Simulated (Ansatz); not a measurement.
C6H6O2, SMILES `Oc1ccc(O)cc1` at its PBE0-D4/def2-TZVP geometry, where that method's forces vanish. The species carries charge 0 and has multiplicity 1.

| atom | x (Å) | y (Å) | z (Å) |
| --- | --- | --- | --- |
| O1 | 1.9203 | -1.2972 | 1.4889 |
| C2 | 0.9661 | -0.6800 | 0.7393 |
| C3 | 0.7294 | 0.6665 | 0.9724 |
| C4 | -0.2310 | 1.3407 | 0.2367 |
| C5 | -0.9660 | 0.6800 | -0.7393 |
| O6 | -1.9204 | 1.2972 | -1.4888 |
| C7 | -0.7294 | -0.6665 | -0.9724 |
| C8 | 0.2311 | -1.3407 | -0.2367 |
| H9 | 1.9799 | -2.2191 | 1.2258 |
| H10 | 1.3041 | 1.1790 | 1.7341 |
| H11 | -0.4080 | 2.3952 | 0.4277 |
| H12 | -1.9801 | 2.2191 | -1.2257 |
| H13 | -1.3041 | -1.1790 | -1.7341 |
| H14 | 0.4080 | -2.3952 | -0.4278 |

Problem. For each bond, give half the difference of the two atoms' forces along it (eV/Å; positive pushes the atoms apart) under PBE-D4, r2SCAN-D4, B3LYP-D4, ωB97M-V in def2-TZVPP. (Estimate.)

Solution. Computed: 
```csv
bond,length (Å),PBE-D4,r2SCAN-D4,B3LYP-D4,ωB97M-V
O1–C2,1.361,0.23,0.21,0.29,0.35
O1–H9,0.961,0.39,0.01,-0.06,-0.12
C2–C3,1.387,0.12,0.04,-0.01,-0.09
C2–C8,1.389,0.06,0.01,0.01,-0.09
C3–C4,1.385,0.06,0.09,0.10,0.09
C3–H10,1.083,-0.01,-0.11,-0.15,-0.08
C4–C5,1.389,0.06,0.01,0.01,-0.09
C4–H11,1.086,0.00,-0.10,-0.15,-0.09
C5–O6,1.361,0.23,0.21,0.29,0.35
C5–C7,1.387,0.12,0.04,-0.01,-0.09
O6–H12,0.961,0.39,0.01,-0.06,-0.12
C7–C8,1.385,0.06,0.09,0.10,0.09
C7–H13,1.083,-0.01,-0.11,-0.15,-0.08
C8–H14,1.086,0.00,-0.10,-0.15,-0.09
```

B3LYP here is the variant with VWN-RPA as its local correlation; programs differ in this.
